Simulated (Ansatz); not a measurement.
The first iterations of a band of H3P + H4O4Sn (13 atoms, charge 0, multiplicity 1).

Level of theory: Ansatz, RKS PBE0-D4/def2-SVP.

| Quantity | Value |
| --- | --- |
| movable images | 6 |
| climbing image | no |
| spring | 5.0 eV/Å² |
| optimiser | quadratic models (default) |
| start path | through a guess of the saddle point |
| force threshold | 0.05 eV/Å |
| iteration limit | 60 |
| end points | relaxed |

Image 0:

```xyz
13
Properties=species:S:1:pos:R:3
Sn -0.158 -0.315 0.088
O -0.365 -0.398 2.041
H -0.642 0.458 2.392
O 1.677 -0.242 -0.618
H 1.979 -1.124 -0.871
O -1.109 1.312 -0.483
H -0.807 1.615 -1.349
O -0.869 -2.004 -0.628
H -1.556 -2.369 -0.056
P 1.919 2.739 1.526
H 2.483 1.786 0.625
H 0.696 2.828 0.790
H 1.411 1.722 2.392
```

Image 7:

```xyz
13
Properties=species:S:1:pos:R:3
Sn 0.535 0.390 0.011
O -0.950 0.214 2.171
H -1.579 0.570 1.506
O 1.109 0.346 -1.889
H 1.199 -0.572 -2.173
O -1.320 1.142 -0.176
H -1.615 1.135 -1.095
O 0.499 -1.546 0.412
H 0.015 -1.653 1.242
P 2.007 1.925 1.312
H 2.903 0.845 1.592
H 2.700 2.292 0.116
H -0.844 0.919 2.819
```

| iteration | highest image above the first end (eV) | largest band force component (eV/Å) |
| --- | --- | --- |
| 1 | 14.631 | 44.886 |
| 2 | 2.135 | 8.316 |
| 3 | 1.294 | 4.285 |
| 4 | 1.063 | 1.638 |
| 5 | 1.010 | 0.803 |
| 6 | 0.956 | 0.410 |
| 7 | 0.893 | 1.211 |
| 8 | 0.799 | 0.492 |
| 9 | 0.676 | 0.514 |

Does the band converge within its limit, and where does its top end?

It converged. It ended after 27 iterations with the highest image 0.279 eV above the first end. No image climbed, so the highest image needn't sit at the top of the path. A band with more images between the same ends climbed to 0.88 eV, so this one has probably stepped over the top. The orbitals stay closed-shell, which can raise the energy where a bond breaks towards radicals; this wasn't checked here.

Time of the run: 6.9 min on 4 threads of Arm Neoverse V2, with other jobs on the host, peak memory 0.42 GiB.
